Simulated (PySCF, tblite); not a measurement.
Compound: C₇H₁₂N₂Si.
SMILES: `C1(C[Si@H](C(C)(C)C)N=1)C#N`

Method: PBE0/pcSseg-1 in PySCF (dipole) on a GFN2-xTB geometry, gas phase.

Masses are those of the commonest isotopes; rigid-rotor values at the optimised geometry. 

(1) What are A, B and C (MHz)?

(2) Classify the top.

(3) What does the inertial defect say?

(4) Give the coordinates in the principal-axis frame, origin at the centre of mass.

(5) Which types of transition are allowed, and where do some lines up to J = 4 fall?

(6) Estimate the classical rotational partition function at 10 K, 200 K and 500 K.

## Answers

(1) Ia = 188.67, Ib = 839.59, Ic = 851.02 u·Å²; 505379 MHz·u·Å²/I gives A = 2679, B = 601.9, C = 593.9 MHz.

(2) A near-prolate asymmetric top. Ray's parameter κ = (2B − A − C)/(A − C) = -0.992; −1 is the prolate and +1 the oblate limit.

(3) Not planar: Δ = Ic − Ia − Ib = -177.23 u·Å². For a rigid frame Δ = −2 Σ m c², so Σ m c² = 88.62 u·Å² lies off the ab plane: 22.62 from hydrogen and 66.00 from heavier atoms. The atom farthest from that plane is 2.18 Å away.

(4) The sense of each axis is arbitrary; atoms in the order of the calculation.
| atom | mass (u) | a (Å) | b (Å) | c (Å) |
| --- | --- | --- | --- | --- |
| C1 | 12.000 | -2.644 | 1.103 | 0.822 |
| C2 | 12.000 | -1.953 | 0.177 | -0.179 |
| C3 | 12.000 | -2.921 | -0.935 | -0.582 |
| C4 | 12.000 | -1.563 | 0.984 | -1.419 |
| Si5 | 27.977 | -0.415 | -0.576 | 0.658 |
| C6 | 12.000 | 1.020 | -1.282 | -0.430 |
| C7 | 12.000 | 1.734 | -0.094 | 0.142 |
| C8 | 12.000 | 3.071 | 0.253 | -0.147 |
| N9 | 14.003 | 4.160 | 0.484 | -0.424 |
| N10 | 14.003 | 0.947 | 0.557 | 0.922 |
| H11 | 1.008 | -1.976 | 1.902 | 1.134 |
| H12 | 1.008 | -3.530 | 1.550 | 0.372 |
| H13 | 1.008 | -2.954 | 0.552 | 1.707 |
| H14 | 1.008 | -3.813 | -0.508 | -1.039 |
| H15 | 1.008 | -2.463 | -1.611 | -1.300 |
| H16 | 1.008 | -3.228 | -1.515 | 0.285 |
| H17 | 1.008 | -1.109 | 0.347 | -2.176 |
| H18 | 1.008 | -0.858 | 1.772 | -1.162 |
| H19 | 1.008 | -2.447 | 1.448 | -1.858 |
| H20 | 1.008 | -0.698 | -1.378 | 1.845 |
| H21 | 1.008 | 0.953 | -1.257 | -1.515 |
| H22 | 1.008 | 1.468 | -2.227 | -0.133 |

(5) The dipole components are |μa| = 4.87 D, |μb| = 2.18 D, |μc| = 0.74 D. Intensities carry the squares of the components, which stand as 1.00 : 0.20 : 0.02 (a : b : c). Some lines, for components of 0.1 D or more:

| type | branch | J(Ka,Kc) | MHz | lower level (cm⁻¹) |
| --- | --- | --- | --- | --- |
| a | R | 1(0,1) ← 0(0,0) | 1196 | 0.000 |
| b | R | 3(0,3) ← 2(1,2) | 1519 | 0.189 |
| c | Q | 2(1,2) ← 2(0,2) | 2069 | 0.120 |
| c | Q | 1(1,1) ← 1(0,1) | 2077 | 0.040 |
| b | Q | 2(1,1) ← 2(0,2) | 2093 | 0.120 |
| b | Q | 3(1,2) ← 3(0,3) | 2105 | 0.239 |
| b | Q | 4(1,3) ← 4(0,4) | 2122 | 0.399 |
| a | R | 3(1,3) ← 2(1,2) | 3575 | 0.189 |
| a | R | 3(2,1) ← 2(2,0) | 3587 | 0.397 |
| c | R | 3(1,2) ← 2(0,2) | 5692 | 0.120 |
| c | Q | 3(2,2) ← 3(1,2) | 6218 | 0.310 |
| c | Q | 2(2,1) ← 2(1,1) | 6230 | 0.189 |
| b | R | 4(1,4) ← 3(0,3) | 6824 | 0.239 |
| c | R | 4(1,3) ← 3(0,3) | 6904 | 0.239 |
| b | R | 2(2,0) ← 1(1,1) | 8638 | 0.109 |
| c | Q | 4(3,2) ← 4(2,2) | 10404 | 0.677 |
| b | R | 4(2,3) ← 3(1,2) | 11001 | 0.310 |
| c | R | 3(3,0) ← 2(2,0) | 13991 | 0.397 |
| b | R | 4(4,1) ← 3(3,0) | 19349 | 0.864 |
| c | R | 4(4,0) ← 3(3,0) | 19349 | 0.864 |
| c | R | 4(4,1) ← 3(3,1) | 19349 | 0.864 |

(6) Point group C1, symmetry number σ = 1; q = (√π/σ)·√((kT/h)³/(ABC)), k/h = 20836.6 MHz/K: 5450 at 10 K, 487000 at 200 K, 1930000 at 500 K.

Its GFN2-xTB frequencies are all real (lowest 24 cm⁻¹). Zero-point vibration and centrifugal distortion are left out. A rigid rotor knows nothing of internal rotation, which can split or shift real lines. Quadrupole hyperfine structure (14N) is left out.

Time: 56 s; peak memory 1.1 GiB. Hardware: Intel Xeon Platinum 8488C, one thread, no GPU (shared host). This is the PBE0/pcSseg-1 job that gave the dipole, with the shieldings it also computed.

The values belong to the conformer `[CH3:1][C:2]([CH3:3])([CH3:4])[Si@H:5]1[CH2:6][C:7]([C:8]#[N:9])=[N:10]1`: C1–C2–Si5–C6 -159°.
